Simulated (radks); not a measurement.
Coulomb parameter of the 4d shell of neutral rhodium in the model configuration [Kr] 4d8 5s1, as a second difference U = [E(n + 0.25) + E(n - 0.25) - 2 E(n)] / (0.25)^2 with all orbitals relaxed. "Bare": the charge of the atom changes with n. "Screened": the 5s shell takes up the change at fixed total charge, which measures U(4d,4d) + U(5s,5s) - 2 U(4d,5s). Method: Dirac Kohn-Sham, PBE, spin-unpolarised, spherical densities, finite nucleus; open shells are shared between the two j in proportion to 2j + 1; Fermi nuclear charge, rms radius 4.4945 fm; computed with a radial shooting solver on a logarithmic mesh with Libxc functionals.

\begin{tabular}{lrr}
case & configuration & E - E(n) (eV) \\ \hline
start & [Kr] 4d8 5s1 & 0.000 \\
bare +0.25 & [Kr] 4d8.25 5s1 & -1.196 \\
bare -0.25 & [Kr] 4d7.75 5s1 & 1.791 \\
screened +0.25 & [Kr] 4d8.25 5s0.75 & -0.362 \\
screened -0.25 & [Kr] 4d7.75 5s1.25 & 0.461 \\
\end{tabular}

U(bare) = 9.513 eV, U(screened by 5s) = 1.573 eV. The step up makes a negative ion, whose loosely bound charge lowers the bare value.
